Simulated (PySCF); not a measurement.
Geometry:
```csv
atom,x (Å),y (Å),z (Å)
C1,2.298,0.657,0.115
C2,1.203,-0.065,0.325
F3,1.021,-0.695,1.490
C4,0.068,-0.297,-0.620
C5,-1.238,0.203,-0.090
C6,-2.332,-0.505,0.169
F7,-1.223,1.524,0.115
H8,3.063,0.743,0.888
H9,2.437,1.175,-0.834
H10,0.291,0.209,-1.572
H11,-0.022,-1.376,-0.820
H12,-2.335,-1.583,0.010
H13,-3.232,-0.019,0.549
```

Geometry: PBE0-D3(BJ)/def2-SVP; GIAO shifts from PySCF 2.14.0 with density-fitted response routines, gas phase, non-relativistic, averaged over equivalent atoms.

At OPBE/pcSseg-1 (149 basis functions, 18 s wall time on 1 thread of an Arm Neoverse V2, shared host):
```json
{"atoms": "C2/C5", "δ (ppm)": "161.9"}
{"atoms": "C1/C6", "δ (ppm)": "92.4"}
{"atoms": "C4", "δ (ppm)": "39.7"}
{"atoms": "F3/F7", "δ (ppm)": "-89.8"}
{"atoms": "H8/H13", "δ (ppm)": "4.78"}
{"atoms": "H9/H12", "δ (ppm)": "4.48"}
{"atoms": "H10/H11", "δ (ppm)": "2.92"}
```

Referencing at the same level of theory: TMS for ¹³C (185.13 ppm) and ¹H (31.23 ppm); ¹⁹F (155.97 ppm) against CFCl3.

**Question.** Estimate the result of repeating the calculation with PBE0/def2-TZVP.

**Answer.** 
```csv
atoms,δ at PBE0/def2-TZVP,change
C2/C5,171.0,+9.1
C1/C6,96.9,+4.5
C4,40.3,+0.6
F3/F7,-92.2,-2.4
H8/H13,4.72,-0.06
H9/H12,4.50,+0.02
H10/H11,3.01,+0.09
```

Shifts are taken against calculated references (same method and geometry level): ¹³C (186.65 ppm) and ¹H (31.48 ppm) against TMS; CFCl3 for ¹⁹F (178.85 ppm).

The largest change is at C2/C5 (fully substituted alkene carbon). Cost: 253 basis functions, 31 s wall time on 1 thread of an Arm Neoverse V1, shared host. The order of the carbon signals is the same at both levels.

Unscaled 19F shifts against computed CFCl3 carry errors that often reach 10 to 50 ppm.
